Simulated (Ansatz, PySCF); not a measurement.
Reaction (SMILES): O=CC=O + 5 [H][H] (H2) → 2 C (CH4) + 2 O (H2O)
Each molecule is optimised on its own at B3LYP-D3(BJ)/def2-TZVP (Ansatz, an electronic-structure program), one conformer each, not searched for the lowest. Unstable Hartree-Fock reference: O=CC=O.

Property: energy of full hydrogenation (enthalpy at 298 K, with B3LYP-D3(BJ) rigid-rotor harmonic-oscillator terms from PySCF), in kcal/mol. Correlated levels leave the core frozen unless marked. Spin-orbit coupling is left out. No relativistic terms. CBS marks a two-point X^-3 extrapolation of the correlation energy; Hartree-Fock from the larger set.

From measured enthalpies of formation at 298 K: -100.5 kcal/mol (O=CC=O -50.8, ATcT 1.112; [H][H] (H2) 0.0, ATcT 1.112; C (CH4) -17.8, ATcT 1.112; O (H2O) -57.8, ATcT 1.112). It holds spin-orbit effects, and any other conformers, which the calculations lack, and core correlation, which the frozen-core levels lack.

| level | program | energy of full hydrogenation (kcal/mol) | error against measurement |
|---|---|---|---|
| BLYP-D3(BJ)/def2-TZVPD | Ansatz + dftd3 | -84.1 | 16.4 |
| revPBE/def2-TZVPD | Ansatz | -88.9 | 11.6 |
| r2SCAN-D3(BJ)/def2-TZVPD | Ansatz + dftd3 | -97.3 | 3.2 |
| PBE0-D3(BJ)/def2-TZVPD | Ansatz + dftd3 | -105.3 | -4.8 |
| B2PLYP/def2-TZVPD | Ansatz | -94.8 | 5.7 |
| MP2/cc-pVDZ | Ansatz | -86.6 | 13.9 |
| RI-MP2/CBS(aug-cc-pVTZ,aug-cc-pVQZ) | Ansatz | -102.9 | -2.4 |
| CCSD/cc-pVQZ | Ansatz | -103.4 | -2.9 |
| CCSD(T)/aug-cc-pVDZ | Ansatz | -101.8 | -1.3 |
| CCSD(T)/CBS(cc-pVTZ,cc-pVQZ) | Ansatz | -100.7 | -0.2 |

Nearest to the measured value here: CCSD(T)/CBS(cc-pVTZ,cc-pVQZ); farthest: BLYP-D3(BJ)/def2-TZVPD.
